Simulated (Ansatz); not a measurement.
A nudged elastic band was laid between two geometries of CH6BClSi (10 atoms, charge 0, multiplicity 1).

All numbers below come from RKS PBE-D4/6-31G* in Ansatz.

```yaml
movable_images: 7
climbing_image: yes
spring: 5.0 eV/Å²
optimiser: quadratic models (default)
start_path: IDPP
force_threshold: 0.05 eV/Å
iteration_limit: 60
end_points: relaxed
```

Image 0:

```xyz
10
Properties=species:S:1:pos:R:3
C -1.408 0.727 -0.047
B -0.471 -0.508 -0.244
Si 1.491 -0.393 0.238
Cl 2.651 -1.979 -0.492
H -1.022 1.567 0.553
H -1.568 1.116 -1.079
H -2.418 0.449 0.306
H -0.931 -1.524 -0.707
H 1.637 -0.386 1.737
H 2.122 0.879 -0.262
```

Image 8:

```xyz
10
Properties=species:S:1:pos:R:3
C -1.321 0.785 -0.398
B -0.324 -0.411 -0.516
Si 1.306 -0.513 0.680
Cl 2.742 -1.906 0.051
H -1.064 1.431 -1.271
H -2.374 0.496 -0.563
H -1.244 1.423 0.498
H -0.522 -1.261 -1.351
H 0.879 -0.909 2.069
H 2.005 0.812 0.804
```

Task: What changes between the two ends?

Result: No bond is made or broken. The dihedral H7–C1–B2–Si3 goes from -142 to -14°. The two ends are copies of one structure, up to a mirror image or an exchange of like atoms.

Task: Give the energies along the band, and the barrier.

Result: It converged. The highest image is number 5 of 0 to 8, 0.031 eV above the ends, which have the same energy within 2 meV. A vibrational analysis at the climbing image gives one clearly imaginary mode, 165i cm⁻¹: a first-order saddle point.

| image | path coordinate (Å) | energy (eV) | dihedral H7–C1–B2–Si3 (°) |
| --- | --- | --- | --- |
| 0 | 0.00 | 0.000 | -142 |
| 1 | 0.43 | 0.003 | -126 |
| 2 | 0.87 | 0.006 | -109 |
| 3 | 1.30 | 0.011 | -92 |
| 4 | 1.74 | 0.023 | -75 |
| 5 | 2.17 | 0.031 | -58 |
| 6 | 2.58 | 0.021 | -42 |
| 7 | 3.00 | 0.006 | -27 |
| 8 | 3.41 | 0.000 | -14 |

Task: What is the geometry of the highest image?

Result: 
```xyz
10
Properties=species:S:1:pos:R:3:forces:R:3
C -1.316 0.806 -0.434 -0.01 0.00 0.00
B -0.329 -0.403 -0.562 0.01 -0.01 0.00
Si 1.301 -0.515 0.642 0.00 0.00 -0.01
Cl 2.686 -1.954 0.003 0.00 0.00 0.00
H -0.776 1.765 -0.565 0.00 0.00 0.00
H -2.175 0.788 -1.125 0.00 0.00 0.00
H -1.708 0.863 0.603 0.00 0.00 0.00
H -0.531 -1.297 -1.348 0.00 0.00 0.00
H 0.886 -0.891 2.040 0.00 0.00 0.00
H 2.044 0.788 0.748 0.00 0.00 0.00
```

Task: What are the harmonic wavenumbers there?

Result: 165i, 14, 116, 240, 315, 509, 533, 588, 684, 776, 854, 892, 911, 955, 1120, 1303, 1434, 1438, 2149, 2163, 2581, 2952, 3003, 3071 cm⁻¹.

The run took 62 s on 1 thread of Intel(R) Xeon(R) 6975P-C (Granite Rapids) (shared host), peak memory 0.14 GiB.
